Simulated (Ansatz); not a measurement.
Forces away from equilibrium

CH4OSe (SMILES OC[SeH]), singlet, displaced at random from a GFN2-xTB minimum.

```
7
angstrom
O -1.2136 0.4812 -0.7832
C -0.1592 0.3569 0.1334
Se 1.2619 -0.8422 -0.5587
H -1.6754 -0.4672 -0.8740
H -0.5115 -0.0089 1.0808
H 0.2165 1.3616 0.2335
H 1.9825 -0.8407 0.7017
```

Computed with Ansatz 0.2.0 (basis: def2-TZVPP); correlated methods freeze the cores. Filled d shells of the heavier atoms are correlated. The def2 sets are not built for correlating such inner shells, so the correlated values are less sure here. B3LYP uses VWN-RPA correlation.

CCSD(T) forces from the calculation:
```tsv
atom	Fx	Fy	Fz (eV/Å)
O1	-1.694	-3.352	-0.642
C2	-0.249	0.211	-0.420
Se3	-0.238	0.141	-0.152
H4	1.579	3.156	0.334
H5	0.073	-0.275	0.509
H6	0.376	0.203	0.141
H7	0.152	-0.084	0.230
```

Root-mean-square difference of the force components from those of CCSD(T): PBE0-D4 0.173; wB97M-V 0.074; r2SCAN-D4 0.126; PBE-D4 0.246; B3LYP-D4 0.130; BHLYP-D4 0.289 eV/Å.

The T1 diagnostic stays at or below 0.010. These are differences at one structure, and CCSD(T) in triple zeta is itself an approximation.

For scale, one of the runs: CCSD(T)/def2-TZVPP forces, 166 basis functions (an equivalent command: `ansatz run in.yaml --threads 4`). Hardware: 4 CPU threads, shared host. Wall time 2.2 min; peak host memory 2.6 GiB.
